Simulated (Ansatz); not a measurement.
`[SiH3][O][In]([SH])[Br]`. Total charge 0; spin multiplicity 1. In: def2 effective core potential. Geometry: relaxed with PBE0-D4/def2-TZVP. It is one conformer, not always the lowest.

```xyz
9

Si   -0.628   -0.048    1.710
O    -0.237   -0.491    0.185
In    0.614    0.388   -1.354
S     0.899   -0.866   -3.321
Br    1.289    2.718   -1.046
H     0.588    0.277    2.507
H    -1.516    1.149    1.718
H    -1.340   -1.180    2.359
H     0.331   -1.948   -2.757
```

(1) What is the dipole moment at ωB97M-V/def2-TZVPP? (Estimate.)

(2) And with PBE, r2SCAN, B3LYP? (An estimate is asked.)

(3) Give the Mulliken charges with ωB97M-V, PBE, B3LYP in def2-TZVPP. (Estimate.)

Answers

(1) Computed: 1.36 D, with components (-0.03, -1.02, -0.90) D in this frame, pointing from negative to positive charge.

(2) Ansatz gave: PBE 1.38 D, r2SCAN 1.41 D, B3LYP 1.37 D.

(3) Computed: 
```tsv
atom	ωB97M-V	PBE	B3LYP
Si1	0.32	0.35	0.42
O2	-0.56	-0.46	-0.54
In3	0.82	0.80	0.87
S4	-0.29	-0.31	-0.31
Br5	-0.29	-0.30	-0.32
H6	-0.05	-0.07	-0.09
H7	-0.05	-0.07	-0.08
H8	-0.04	-0.07	-0.08
H9	0.14	0.14	0.13
```

B3LYP here is the variant with VWN-RPA as its local correlation; programs differ in this.
